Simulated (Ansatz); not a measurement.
Cu3F4. The state is a doublet with charge 0. Geometry r2SCAN-D4/def2-SVPD, that of the charge -1 singlet; atoms count from 1.

```xyz
7

Cu   -2.0339    1.2874    0.3530
Cu    1.9145   -1.4590   -0.3521
Cu    0.2979    0.4292   -0.0027
F    -0.8946    1.3327   -1.1147
F     2.3155   -2.5239   -1.7158
F    -3.1641    1.2996    1.7225
F     1.5648   -0.3660    1.1098
```

The charge 0 doublet is spin-contaminated (final ⟨S²⟩ up to 0.83, 0.75 for a pure state). The structure comes from a short search, and lower isomers may exist.

Estimate the Mulliken populations from the PBE0/def2-TZVPD orbitals of Ansatz.


```csv
atom,charge (e),spin (α − β),d electrons
Cu1,0.60,0.32,9.53
Cu2,0.60,0.32,9.53
Cu3,0.75,0.11,9.53
F4,-0.42,0.07,–
F5,-0.56,0.06,–
F6,-0.56,0.06,–
F7,-0.42,0.07,–
```
Mulliken values and Mayer orders depend strongly on the basis. With diffuse functions, as here, like atoms can get unlike values, and bond orders can come out too low or too high.

Where does the spin sit?

Summed by element: Cu 0.75, F 0.25, of 1 unpaired in all. Largest on single atoms: Cu1 0.32, Cu2 0.32, Cu3 0.11.

And the Mayer bond orders between bonded heavy atoms (over 0.3)?

Cu1–F4 0.32 (1.86 Å); Cu1–F6 0.77 (1.78 Å); Cu2–F5 0.77 (1.78 Å); Cu2–F7 0.32 (1.86 Å); Cu3–F4 0.32 (1.86 Å); Cu3–F7 0.32 (1.86 Å).
